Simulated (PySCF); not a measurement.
SMILES s1c(C(=O)C)ccc1 at its GFN2-xTB optimised geometry (Å):

```
14

C     -0.7539    -2.5368     0.0035
C     -1.3627    -1.1536     0.0007
O     -2.5603    -0.9664    -0.0003
C     -0.4140    -0.0459     0.0000
C      0.9597    -0.0459     0.0000
C      1.5049     1.2473     0.0000
C      0.5437     2.2151     0.0000
S     -1.0404     1.5743    -0.0004
H     -0.1325    -2.6669     0.8866
H     -0.1344    -2.6712    -0.8800
H     -1.5481    -3.2783     0.0064
H      1.5565    -0.9401    -0.0003
H      2.5603     1.4536     0.0001
H      0.6842     3.2783     0.0000
```

Computed with PBE0/def2-TZVP (PySCF 2.14.0).

Map of the electrostatic potential (hartree/e), clipped to [-0.08, 0.12] on the plane z = 1.2 Å:

```
|222333333333333333333333333|
|222233333333333333333333333|
|222223333333344444333333333|
|222222333333344444333333333|
|222222233333444444333333333|
|222222223333444444333333333|
|222222222334444443333333333|
|222222222344445543333433333|
|222222223467555533334443333|
|222222223599754444444444333|
|221111123589644455444444333|
|211111123456544444444443333|
|111110012345544444334443333|
|111000012345544554433333333|
|111000012455544554444433333|
|111000013676544444444433333|
|111000013687544444444433333|
|111000013576655444444433333|
|111100013467997544444433333|
|211111123459999644444333333|
|222111223457999544443333333|
|222222233445786444433333333|
|222222233334444443333333333|
|222222333333333333333333333|
|222222333333333333333333333|
|222223333333333333333333333|
|222223333333333333333333333|
```
Scale: ten equal steps from -0.055 (start of '0') to 0.120 (end of '9'), in the order '0123456789'; x runs from -5.50 to 5.50, y from -5.50 (bottom) to 5.50 (top).
